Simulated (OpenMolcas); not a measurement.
Tc4+: moving or changing the point charges

Tc4+ among 6 point charges of -1.7 e arranged as an octahedron (Oh), 2.19 Å from the ion.
```
   2.1900    0.0000    0.0000  -1.70
   0.0000    2.1900    0.0000  -1.70
  -2.1900    0.0000    0.0000  -1.70
   0.0000   -2.1900    0.0000  -1.70
   0.0000    0.0000    2.1900  -1.70
   0.0000    0.0000   -2.1900  -1.70
```

```json
{"Program": "OpenMolcas", "Method": "CASSCF", "Basis": "ANO-RCC-VDZP [6s5p3d1f]", "Scalar Hamiltonian": "DKH2, point nucleus", "Active space": "3 electrons in 5 orbitals (4d)", "State averaging": "2S+1 = 4 even, 10 roots; 2S+1 = 2 even, 40 roots", "Spin-orbit coupling": "state interaction with AMFI integrals over the reference wave functions"}
```

Runs around this geometry, states (labels of O, the rotations of Oh). Energies in cm-1 above the lowest state or level, χT in cm3 K/mol; 10Dq and B are least-squares fits to the states below 45000 cm-1, weighted by degeneracy, with a free offset, and given where the rms deviation is under 5 % of |10Dq| (or 100 cm-1) and under 700 cm-1.

```json
{"R (Å)": "2.19", "q (e)": "-1.36", "Ground state": "4A2", "First state of that spin": "4T2 4066", "10Dq": "4200", "B (rms of fit)": "903 (55)", "First gap with spin-orbit (degeneracies)": "3952 (4, 4)", "χT at 300 K": "0.905", "First state of another spin": "2E 16441"}
{"R (Å)": "2.06", "q (e)": "-1.7", "Ground state": "4A2", "First state of that spin": "4T2 6795", "10Dq": "7028", "B (rms of fit)": "900 (90)", "First gap with spin-orbit (degeneracies)": "6616 (4, 2)", "χT at 300 K": "1.220", "First state of another spin": "2E 16681"}
{"R (Å)": "2.19", "q (e)": "-1.7", "Ground state": "4A2", "First state of that spin": "4T2 5055", "10Dq": "5226", "B (rms of fit)": "902 (68)", "First gap with spin-orbit (degeneracies)": "4940 (4, 4)", "χT at 300 K": "1.044", "First state of another spin": "2E 16557"}
{"R (Å)": "2.44", "q (e)": "-1.7", "Ground state": "4A2", "First state of that spin": "4T2 2985", "10Dq": "3081", "B (rms of fit)": "904 (41)", "First gap with spin-orbit (degeneracies)": "2880 (4, 4)", "χT at 300 K": "0.706", "First state of another spin": "2E 16267"}
```

Taking |10Dq| as R^-n, n = -ln(3081 / 7028) / ln(2.44 / 2.06) = 4.9 between the shortest and longest distance. The point-charge formula for a cubic d site gives n = 5.

Scaling the charges by -1.36 / -1.7 = 0.80 scales |10Dq| by 4200 / 5226 = 0.80; with fixed orbitals a first-order splitting would follow the charge.

Without dynamic correlation the repulsion within the d shell is too large (B by tens of per cent), so at a given field states of lower spin stand too high. This field is weak: 10Dq is about 4200 cm-1, while octahedral complexes of 4d ions of charge 3 and more, computed by the same method with explicit ligands, had a median near 25000 cm-1. Ground spin and moment need not be those of a real site (figures for R = 2.19, q = -1.36; the like holds for R = 2.06, q = -1.7, R = 2.19, q = -1.7, R = 2.44, q = -1.7). Point charges carry no covalency, so the field is a model and not that of real ligands. No measured value stands beside these numbers.
